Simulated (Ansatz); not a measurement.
Reaction (redistribution): `[CH3][Al]([CH3])[SeH]` + `B[SiH2]N=C` → `C=[N][Al]([CH3])[SeH]` + `B[SiH2]C`

Isolated molecules relaxed with PBE0-D4/def2-TZVP in Ansatz; ΔE leaves out vibrations. CCSD(T)/CBS is the MP2 limit (def2-TZVPP, def2-QZVPP) plus CCSD(T) − MP2 in def2-TZVPP, frozen cores. DFT in def2-TZVPP. B3LYP here is the variant with VWN-RPA as its local correlation; programs differ in this. For Se outer-core shells are correlated without core-valence functions, which leaves a few kJ/mol of doubt a bond. Scalar relativity is left out up to krypton. Each species was taken in one conformer, which may not be the lowest.

`[CH3][Al]([CH3])[SeH]`:

Z-matrix (Å, degrees):
```
C
Al 1 1.950
H 1 1.092 2 113.1
H 1 1.096 2 110.2 3 120.4
H 1 1.094 2 111.0 3 -121.7
C 2 1.949 1 123.9 3 167.3
Se 2 2.330 1 119.9 3 -13.1
H 6 1.095 2 110.9 1 54.5
H 6 1.092 2 112.8 1 175.7
H 6 1.095 2 110.6 1 -63.6
H 7 1.469 2 92.9 1 0.7
```

`B[SiH2]N=C`:

```xyz
10

B    -1.033   -0.063   -1.810
Si   -0.508    0.564    0.021
N     0.174   -0.715    0.997
C     1.333   -0.693    1.484
H    -1.516    0.723   -2.573
H    -0.893   -1.188   -2.184
H    -1.734    1.039    0.724
H     0.435    1.728   -0.095
H     1.701   -1.537    2.078
H     2.042    0.142    1.358
```

`C=[N][Al]([CH3])[SeH]`:

```xyz
11

C    -1.308   -1.418   -1.471
N    -0.602   -0.799   -0.657
Al    0.390    0.072    0.488
C     0.560    2.005    0.432
Se    1.506   -1.188    2.094
H    -0.916   -1.795   -2.430
H    -2.373   -1.633   -1.290
H     1.602    2.303    0.287
H    -0.031    2.433   -0.381
H     0.224    2.457    1.370
H     0.949   -2.436    1.558
```

`B[SiH2]C`:

Z-matrix (Å, degrees):
```
Si
C 1 1.876
B 1 2.010 2 116.0
H 1 1.496 2 109.7 3 -120.9
H 1 1.495 2 109.8 3 122.6
H 2 1.092 1 110.7 3 -60.3
H 2 1.092 1 110.7 3 59.3
H 2 1.092 1 111.2 3 179.5
H 3 1.197 1 119.3 2 177.5
H 3 1.197 1 123.7 2 -3.1
```

| level | ΔE (kJ/mol) | difference from CCSD(T)/CBS |
| --- | --- | --- |
| PBE-D4 | -33.3 | -0.9 |
| r2SCAN-D4 | -36.2 | -3.8 |
| PBE0-D4 | -33.9 | -1.5 |
| B3LYP-D4 | -35.2 | -2.8 |
| ωB97X-V | -33.6 | -1.2 |
| ωB97M-V | -32.6 | -0.2 |
| B2PLYP | -34.8 | -2.4 |
| PBE | -33.5 | -1.1 |
| r2SCAN | -36.1 | -3.7 |
| PBE0 | -34.0 | -1.6 |
| B3LYP | -35.5 | -3.1 |
| HF/def2-TZVPP | -35.1 | -2.7 |
| MP2/def2-TZVPP | -33.7 | -1.3 |
| SCS-MP2/def2-TZVPP | -34.0 | -1.6 |
| CCSD/def2-TZVPP | -34.2 | -1.8 |
| CCSD(T)/def2-TZVPP | -33.4 | -1.0 |
| HF/def2-QZVPP | -34.7 | -2.3 |
| MP2/def2-QZVPP | -32.9 | -0.5 |
| SCS-MP2/def2-QZVPP | -33.3 | -0.9 |
| HF/CBS(def2) | -34.6 | -2.2 |
| MP2/CBS(def2) | -32.6 | -0.2 |
| CCSD/CBS(def2) | -33.1 | -0.7 |
| CCSD(T)/CBS | -32.4 | 0 |

Largest T1 diagnostic among the species: 0.013.
